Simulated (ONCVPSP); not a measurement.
## aluminium (Al), ONCV: configuration errors across variants

aluminium (Al), optimised norm-conserving Vanderbilt (ONCV), made with ONCVPSP 4.0.1 (PBEsol, scalar-relativistic). Core [Ne], reference 3s2 3p0.5 (charge +0.5). Waves: 3s: rc 1.80 bohr, ncon 4, nbas 7, qcut 2.8 1/bohr, 1 projector; 3p: rc 2.70 bohr, ncon 4, nbas 7, qcut 3 1/bohr, 1 projector. Local part: polynomial inside 1.55 bohr (lpopt 5, dvloc0 -1 Ha). Core correction: polynomial model core, fcfact 0.5.

All-electron excitation energies from the reference (eV): (1) 3s2 3p1 -2.074; (2) 3s2 3p0 3.663; (3) 3s1 3p0 22.833; (4) 3s0 3p3 8.332.

Errors AE − PS in meV (a dash: test not solved or not reliable):

```tsv
change	(1)	(2)	(3)	(4)	bound ghosts	GHOST(+) flags above zero
base	+0.7	+1.1	+27	-1.0	none	s
p: rc 1.9	+0.7	+1.4	+30	-7.4	none	s
p: rc 2.16	+0.7	+1.4	+30	-9.2	none	s
p: rc 2.26	+0.7	+1.4	+30	-8.2	none	s
p: rc 2.52	+0.7	+1.2	+29	-4.2	none	s
p: rc 2.78	+0.7	+1.0	+27	+0.2	none	s
p: rc 3	+0.6	+0.8	+26	+3.0	none	s
p: rc 3.22	+0.6	+0.7	+25	+4.8	none	s
p: rc 3.5	+0.5	+0.5	+24	+6.3	none	s
p: rc 3.98	+0.5	+0.5	+24	+6.0	none	s
```

Task: Give the same row for: p: rc 3.72.

Result: +0.5, +0.4, +24, +6.6; bound ghosts: none; GHOST(+) flags above zero: s.
